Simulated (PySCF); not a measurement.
CH6O2Si2, SMILES O([SiH2]C=O)[SiH3]. The structure is a stationary point at B3LYP-D3(BJ)/def2-SVP. Other conformers were not sampled.

Computed equilibrium geometry at B3LYP-D3(BJ)/def2-SVP (PySCF confirms it by a frequency run) as bond lengths and angles, and its point group (one conformer of several):
point group Cs.
Atoms: O1 C2 Si3 O4 Si5 H6 H7 H8 H9 H10 H11. Bonds (Å): O1–C2 1.211, C2–Si3 1.927, C2–H6 1.129, Si3–O4 1.656, Si3–H7 1.490, Si3–H8 1.490, O4–Si5 1.662, Si5–H9 1.487, Si5–H10 1.491, Si5–H11 1.491. Bond angles (°): O1–C2–Si3 119.7, O1–C2–H6 120.5, Si3–C2–H6 119.8, C2–Si3–O4 108.3, C2–Si3–H7 108.2, C2–Si3–H8 108.2, O4–Si3–H7 111.2, O4–Si3–H8 111.2, H7–Si3–H8 109.8, Si3–O4–Si5 151.8, O4–Si5–H9 108.3, O4–Si5–H10 110.0, O4–Si5–H11 110.0, H9–Si5–H10 109.6, H9–Si5–H11 109.6, H10–Si5–H11 109.1.
